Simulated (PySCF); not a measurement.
**Two-component Hartree-Fock for Rh²⁺ (rhodium, charge +2)**

Start: [Kr] 4d7; 4d3/2 filled at m_j = -3/2, -1/2, +1/2, +3/2; 4d5/2 filled at m_j = +1/2, +3/2, +5/2. Calculated with PySCF 2.14 in x2c-TZVPPall-2c (8s9p7d2f1g, 93 functions): generalised Hartree-Fock with the X2C-1e Hamiltonian and a Gaussian nucleus; one run each with spin-orbit coupling (SO) switched off, then screened by Boettger's factors.

```csv
spinor shell,electrons,"ε, spin-free (eV)","ε, screened SO (eV)",weight of nominal j (screened SO),"rms radius, screened SO (bohr)"
1s1/2,2,-23363.5,-23361.9,1.000,0.0374
2s1/2,2,-3487.2,-3486.7,1.000,0.154
2p1/2,2,-3120.6,-3220.6,1.000,0.134
2p3/2,4,-3120.6,-3074.0,1.000,0.138
3s1/2,2,-675.74,-675.57,1.000,0.415
3p1/2,2,-552.12,-569.96,1.000,0.411
3d3/2,4,-354.71,-357.93,0.992,0.401
3d5/2,6,-354.71,-352.36,0.995,0.405
4s1/2,2,-122.07,-122.00,1.000,1.05
4p1/2,2,-84.484,-89.499,0.833,1.14
4p3/2,4,-84.484,-82.007,0.916,1.16
4d5/2,3,-32.751,-33.488,0.752,1.55
4d3/2,4,-32.751,-32.205,0.705,1.56
```

(1) Where does 3p3/2 lie, and what is the 3p spin-orbit splitting (screened SO)?

| quantity | spin-free | screened SO |
| --- | --- | --- |
| E (hartree) | -4779.99094 | -4780.74329 |
| M_J | 9/2 | 9/2 |
| ⟨J²⟩ | 24.760 | 24.761 |
| ⟨L²⟩ | 12.008 | 12.167 |
| ⟨S²⟩ | 3.752 | 3.708 |

Each row is a mean over spinors that exchange with the open shell spreads, by up to 8.823 eV (4p3/2).

Rows whose weight is well below 1 are mixtures of j = l ± 1/2: exchange outweighs spin-orbit coupling there, and the label is only the starting occupation.

Breit and QED terms are absent; they matter most for the inner s and p1/2 levels.

Densities and radii are taken from the X2C orbitals without a picture-change correction, which distorts them close to the nucleus.

Without spin-orbit coupling the j labels of p, d and f shells carry no meaning; the spin-free column gives the mean over the occupied spinors of each nl shell.

## Answers

(1) At -543.70 eV, 26.261 eV above 3p1/2.
